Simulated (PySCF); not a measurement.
All of these have the formula C7H15NOSi. Theory: TDDFT B3LYP/def2-SVPD, vertical, gas phase, core orbitals frozen in the response (PySCF 2.14.0, density-fitted response routines). Geometries: PBE0-D3(BJ)/def2-SVP; one conformer of each isolated species. Triplets are in the Tamm–Dancoff approximation.

A. `C1CCCN1[SiH2]O/C=C\C`
B. `[SiH2](NC(=O)C)C1CCCC1`
C. `O[SiH2]N1CC[C@H](C2CC2)C1`
D. `C=CC[C@@H]1CO[Si@@H](NC)C1`

Lowest singlet levels (six at most, fewer where fewer were computed) with oscillator strengths:

1. 224 nm (f 0.001); 193 nm (f 0.019); 188 nm (f 0.002); 181 nm (f 0.049); 176 nm (f 0.088); 175 nm (f 0.074); T1 5.07 eV
2. 236 nm (f 0.030); 216 nm (f 0.045); 199 nm (f 0.016); 194 nm (f 0.007); 190 nm (f 0.004); 188 nm (f 0.001); T1 5.02 eV
3. 227 nm (f 0.008); 216 nm (f 0.020); 207 nm (f 0.040); 201 nm (f 0.066); 199 nm (f 0.080); 197 nm (f 0.011); T1 4.21 eV
4. 209 nm (f 0.008); 204 nm (f 0.004); 192 nm (f 0.013); 184 nm (f 0.001); 182 nm (f 0.006); 182 nm (f 0.064); T1 4.41 eV

Question: Which spectrum belongs to which structure?

Answer: 1 = B, 2 = C, 3 = A, 4 = D.
- A: S1 at 5.46 eV, HOMO→LUMO (82%), HOMO→LUMO+1 (14%); Löwdin shares by element: HOMO carbon 49% or more, oxygen 19%, nitrogen 11% (atoms not listed hold the other 21%); LUMO carbon 22% or more, silicon 13% (atoms not listed hold the other 65%); HOMO -6.04 and LUMO 0.23 eV.
- B: S1 at 5.55 eV, HOMO→LUMO+1 (87%), HOMO→LUMO (9%); S1 has the pattern of n→π* at C=O; HOMO -7.25 and LUMO -0.02 eV.
- C: S1 at 5.25 eV, HOMO→LUMO (99%); Löwdin shares by element: HOMO nitrogen 54%, carbon 17% or more, silicon 6% (atoms not listed hold the other 23%); LUMO oxygen 25%, hydrogen 22% or more, silicon 19% (atoms not listed hold the other 35%); HOMO -6.19 and LUMO -0.10 eV.
- D: S1 at 5.94 eV, HOMO→LUMO+1 (72%), HOMO→LUMO (21%); Löwdin shares by element: HOMO nitrogen 54%, carbon 12% or more, oxygen 9%, silicon 6% (atoms not listed hold the other 20%); LUMO carbon 66% or more, hydrogen 12% or more (atoms not listed hold the other 22%); HOMO -6.63 and LUMO -0.07 eV.
A and B have S1 within 0.09 eV of each other; their strongest listed levels stand at 6.23 eV (f 0.080) and 7.03 eV (f 0.088).
